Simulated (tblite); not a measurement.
Species: C₄H₆ClO₂Si (doublet state).
Z-matrix (Å and degrees, GFN2-xTB geometry), rows numbered from 1:
```
C 
C   1  1.3193
C   2  1.4965  1  124.27
C   3  1.5520  2  110.94  1   121.10
O   4  1.3973  3  108.50  2   100.50
Si  5  1.6460  4  112.36  3    14.70
Cl  6  2.0174  5  111.00  4  -125.03
O   3  1.4117  2  109.38  1  -121.25
H   1  1.0776  2  121.68  3    -0.29
H   1  1.0761  2  121.76  3   179.97
H   2  1.0822  1  121.36  3  -178.81
H   3  1.0942  2  110.84  1    -2.66
H   4  1.0942  3  110.73  2  -140.21
H   4  1.0926  3  110.95  2   -18.68
```

Level: GFN2-xTB in tblite, geometry and Hessian alike; calculated harmonic values, unscaled, isolated species. The method is semi-empirical: single wavenumbers can be off by several per cent or more. One conformer, not necessarily the lowest. Open shells enter through the occupations alone, without spin polarisation, and single modes of such species can be off by tens of per cent.

Harmonic wavenumbers (cm⁻¹): 42.0, 67.3, 99.4, 133.9, 232.5, 299.7, 339.5, 379.0, 460.8, 551.4, 661.9, 721.2, 793.7, 816.2, 866.8, 900.4, 968.8, 989.6, 1017.5, 1040.3, 1081.2, 1137.8, 1197.1, 1236.2, 1251.8, 1295.7, 1303.7, 1409.9, 1473.4, 1711.1, 2933.5, 2945.1, 2968.9, 3062.9, 3102.8, 3133.8.

A = 2594, B = 991.1, C = 841.7 MHz; mass 148.983 u (most abundant isotopes); point group C1, symmetry number 1; spin multiplicity 2.

Zero-point energy?

Half the sum of the wavenumbers: 21313 cm⁻¹ = 60.94 kcal/mol.

What is S at 500 K and 1 bar for an ideal gas of classical rigid rotors and harmonic oscillators?

Translation 43.50, rotation 30.93, vibration 40.51, spin (R ln 2) 1.38: S = 116.3 cal/(mol K).

And Cp and H(500 K) − H(0)?

Cp = 45.73 cal/(mol K), of which vibrations give 37.78 (their classical limit is 36 R = 71.5); H(500 K) − H(0) = 14.01 kcal/mol without the zero-point energy, 10.03 from vibrations.

Blend soft modes into free rotors: weight 1/[1 + (100 cm⁻¹/ν̃)⁴] for the oscillator and the rest for a rotor with moment μB/(μ + B), μ = h/(8π²ν), B = 10⁻⁴⁴ kg m². What vibrational entropy results?

36.61 cal/(mol K) in place of 40.51, which changes −T·S at 500 K by +1.95 kcal/mol.

Which modes carry the vibrational entropy at 500 K?

42.0 cm⁻¹: 6.19; 67.3 cm⁻¹: 5.25; 99.4 cm⁻¹: 4.48; 133.9 cm⁻¹: 3.89; 232.5 cm⁻¹: 2.82; 299.7 cm⁻¹: 2.34 cal/(mol K); the other 30 give 15.53 together.

Hindered rotation and anharmonicity are outside this model. Other conformers, if any are populated, would add a mixing term that is left out. The structure is chiral; the term R ln 2 for an equal mix with its mirror image is left out.

On an Arm Neoverse N1 with one thread (shared host), this took 0.84 s wall. The figure is for the frequency step alone.
